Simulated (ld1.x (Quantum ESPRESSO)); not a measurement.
Before and after: PAW potential for Tl (Z = 81)

```
Element                 : Tl
Generator               : ld1.x (Quantum ESPRESSO) 7.5
Type                    : PAW
Functional              : PBE
Relativity              : scalar-relativistic
Frozen core             : [Xe] 4f14
Valence charge          : 13
Reference configuration : 5d10 6s2 6p0.5 (charge +0.5)
Partial waves           : 6s (bound): rcut 2.00, rcutus 2.20 bohr; 6s channel at 0.45 Ry: rcut 2.00, rcutus 2.20 bohr; 6p (bound): rcut 2.50, rcutus 3.25 bohr; 6p channel at 2.35 Ry: rcut 2.50, rcutus 3.25 bohr; 5d (bound): rcut 2.00, rcutus 2.15 bohr; 5d channel at -1.05 Ry: rcut 2.00, rcutus 2.15 bohr
Local potential         : all-electron potential smoothed inside 2.60 bohr (lloc = -1)
Core correction         : a·sin(br)/r model core inside 1.75 bohr
Augmentation charge     : BESSEL, radius 1.60 bohr
```

Change: waves 6s (bound): rcut 2.00, rcutus 2.56 bohr; 6s channel at 0.45 Ry: rcut 2.00, rcutus 2.56 bohr.

Cutoffs: the cutoffs (Ry, on a coarse ladder) from which the occupation-weighted sum of valence levels, in a spherical-Bessel basis at the reference potential, stays within 10 and 1 mRy of its value at 400 Ry; they do not see the model core or the augmentation charge, which bear on the density cutoff. Errors are all-electron minus pseudo energies relative to the spin-unpolarised reference configuration.

Q: What does the change do?

A: The potential gets neither clearly harder nor softer (25 Ry and 40 Ry → 25 Ry and 40 Ry); of the 7 tests that both files solve, the error grows in 0 and shrinks in 2 by more than 15 % and 0.3 meV (median size 1.6 → 1.6 meV); the range in which the s phases agree narrows (upper end at the end of the scan → 3.8); neither file shows a bound ghost.

| quantity | base | changed |
| --- | --- | --- |
| cutoff, loose | 25 Ry | 25 Ry |
| cutoff, tight | 40 Ry | 40 Ry |
| bound ghosts | none | none |
| error for 5d10 6s2 6p1, meV [ΔE -1.85 eV] | +1.2 | +1.1 |
| error for 5d10 6s2 6p0, meV [ΔE 3.31 eV] | -1.2 | -1.2 |
| error for 5d10 6s1 6p0, meV [ΔE 24.09 eV] | -9.8 | -6.2 |
| error for 5d9 6s0 6p0, meV [ΔE 106.02 eV] | -201 | -201 |
| error for 5d10 6s2 6p1.3, meV [ΔE -2.35 eV] | +1.6 | +1.6 |
| error for 5d10 6s1 6p2, meV [ΔE 5.55 eV] | 0.0 | -0.2 |
| error for 5d10 6s1 6p1, meV [ΔE 11.59 eV] | -3.4 | -2.3 |
| s: phases at 3.53 bohr within 0.05 rad from the reference energy up to (Ry; the scan ends near 5) | to the end of the scan | 3.8 |
| p: phases at 3.53 bohr within 0.05 rad from the reference energy up to (Ry; the scan ends near 5) | 4.6 | 4.6 |
| d: phases at 3.53 bohr within 0.05 rad from the reference energy up to (Ry; the scan ends near 5) | 3.9 | 3.9 |
| lowest overlap eigenvalue by channel | s 0.39, p 0.59, d 1.00 | s 0.34, p 0.59, d 1.00 |
